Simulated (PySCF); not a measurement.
Compound: C₆H₄F₃N.
SMILES with atom numbers: `[CH:1]#[C:2][C@@H:3]([N:4]=[CH2:5])[C:6]([F:7])=[C:8]([F:9])[F:10]` (hydrogens: H11 on C1; H12 on C3; H13, H14 on C5)

Structure used (GFN2-xTB), in Å, numbered top down from 1:
```xyz
14
C6H4F3N angstrom
C     -1.4798    1.8429    1.2753
C     -0.7860    0.8903    1.0664
C     -0.0037   -0.2962    0.7360
N     -0.6712   -1.3158   -0.0518
C     -1.7943   -1.1282   -0.5687
C      1.2284    0.1235   -0.0324
F      1.0030    0.7751   -1.1852
C      2.4781   -0.1210    0.3391
F      3.5698    0.2328   -0.3196
F      2.7918   -0.7501    1.4649
H     -2.0625    2.6865    1.4988
H      0.3260   -0.7879    1.6609
H     -2.2104   -1.9350   -1.1541
H     -2.3896   -0.2172   -0.4715
```

Theory: PySCF, TDDFT PBE0/def2-SVPD, vertical, gas phase, core orbitals frozen in the response.

Transition dipole moments from the ground state, in atomic units and in the frame of the coordinates above (overall signs are arbitrary), for the states with f of 0.002 or more among the lowest 8:

| state | E (eV) | μx | μy | μz |
| --- | --- | --- | --- | --- |
| S2 | 5.803 | -0.513 | -0.045 | -0.114 |
| S4 | 6.529 | 0.121 | -0.150 | -0.101 |
| S5 | 6.586 | -0.584 | 0.199 | 0.072 |
| S6 | 6.642 | 0.427 | 0.361 | 0.240 |
| S7 | 6.730 | -0.350 | 0.163 | 0.039 |
| S8 | 6.834 | 0.337 | -0.157 | -0.072 |

Problem. Work out the oscillator strengths.

Solution. f = (2/3) ΔE |μ|² with ΔE in hartree (27.2114 eV).

| state | \|μ\|² (au) | \|μ\| (D) | f |
| --- | --- | --- | --- |
| S2 | 0.278 | 1.34 | 0.039 |
| S4 | 0.047 | 0.55 | 0.008 |
| S5 | 0.386 | 1.58 | 0.062 |
| S6 | 0.371 | 1.55 | 0.060 |
| S7 | 0.151 | 0.99 | 0.025 |
| S8 | 0.143 | 0.96 | 0.024 |

Problem. Which bond between heavy atoms lies closest to the direction of the S5 transition dipole?

Solution. C6–C8, at 24° from it; next N4–C5 at 32°.

Problem. What angle do the transition dipoles of S6 and S8 make?

Solution. |cos θ| = |μa·μb| / (|μa| |μb|) = 0.30, so θ ≈ 72° (taken between 0 and 90°, since the signs are arbitrary).

Problem. What peak molar absorption coefficient would the strongest computed level give as a lone Gaussian band 0.5 eV wide at half height?

Solution. ε(max) = 2.175×10⁸ f / FWHM, with the width in cm⁻¹. S5: 2.175×10⁸ × 0.0623 / 4033 ≈ 3400 L mol⁻¹ cm⁻¹.

One conformer stands for the species.
